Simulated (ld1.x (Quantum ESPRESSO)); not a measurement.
## What the settings do to the TM potential of sulfur

Base potential:

S, norm-conserving Troullier–Martins (Kleinman–Bylander form), made with ld1.x (Quantum ESPRESSO) 7.5 (LDA (PZ), scalar-relativistic). Core [Ne], reference 3s2 3p4. Waves: 3s (bound): rc 1.45 bohr; 3p (bound): rc 1.30 bohr; 3d channel at 0.45 Ry: rc 1.55 bohr. Local part: the d channel. Core correction: none.

Cutoffs, loose and tight: the cutoffs (Ry, on a coarse ladder) from which the occupation-weighted sum of valence levels, in a spherical-Bessel basis at the reference potential, stays within 10 and 1 mRy of its value at 400 Ry. They do not see the model core or the augmentation charge, which bear on the density cutoff. Test errors are all-electron minus pseudo excitation energies from the reference, over the configurations 3s2 3p3; 3s2 3p2; 3s2 3p1; 3s2 3p3.5; 3s0 3p6; 3s1 3p5; 3s1 3p4 (two spin-polarised tests are not counted in the largest error). A dash means not determined; rows that change the core or the reference have their own tests.

```csv
change,outcome,"cutoff, loose","cutoff, tight",bound ghosts,largest test error (meV)
base,generated,50 Ry,90 Ry,none,+159
wave 3p (bound): rc 1.30 bohr becomes 3p (bound): rc 1.58 bohr,generated,30 Ry,60 Ry,none,+165
functional PBE,generated,50 Ry,100 Ry,none,+100
local potential all-electron potential smoothed inside 1.40 bohr (lloc = -2),generated,50 Ry,100 Ry,none,+133
wave 3d channel at 0.45 Ry: rc 1.55 bohr becomes 3d channel at 0.45 Ry: rc 2.08 bohr,generated,50 Ry,90 Ry,none,+129
non-relativistic,generated,50 Ry,90 Ry,none,+164
wave 3d channel at 0.45 Ry: rc 1.55 bohr becomes 3d channel at 3.35 Ry: rc 1.55 bohr,generated,50 Ry,90 Ry,none,+180
"all radii scaled by about 0.83 (s 1.20, p 1.08, d 1.28 bohr)",generated,100 Ry,160 Ry,none,+229
core correction a·sin(br)/r model core inside 0.72 bohr,generated,50 Ry,90 Ry,none,+114
reference 3s1 3p5,generated,50 Ry,100 Ry,none,+31
wave 3p (bound): rc 1.30 bohr becomes 3p (bound): rc 1.74 bohr,generated,30 Ry,60 Ry,none,+164
```

Q: What comes out with this change to the base: wave 3s (bound): rc 1.45 bohr becomes 3s (bound): rc 2.12 bohr?

A: outcome: generated; cutoff, loose: 40 Ry; cutoff, tight: 70 Ry; bound ghosts: none; largest test error (meV): +296.
